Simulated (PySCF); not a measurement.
**Radial density of Fe¹¹⁺ (iron, charge +11)**

UHF, [Ne] 3s2 3p3, high-spin 4S determinant. Computed with PySCF 2.14 in an uncontracted even-tempered set (19 s from 0.69 bohr⁻², ratio 2.5; 12 p from 0.9 bohr⁻², ratio 2.5; 5 d from 5 bohr⁻², ratio 2.7; 4 f from 7.5 bohr⁻², ratio 2.7), with scalar relativity by spin-free X2C-1e.

```
r (bohr)  4πr²ρ (e/bohr)  4πr²(ρα − ρβ)
 0.00114          0.2607         0.0000
 0.00192          0.6644         0.0001
 0.00324           1.654         0.0001
 0.00544           3.947         0.0005
 0.00916           8.763         0.0018
  0.0154           17.19         0.0086
  0.0259           27.38         0.0452
  0.0436           31.31         0.2149
  0.0733           25.24         0.7756
   0.123           27.82         1.6086
   0.207           33.77         0.8722
   0.349           14.03         0.4043
   0.587           9.220         4.9705
   0.987           3.779         2.2493
    1.66         0.06976         0.0459
    2.79       3.301e-05         0.0000
```

Densities and radii are taken from the X2C orbitals without a picture-change correction, which distorts them close to the nucleus.
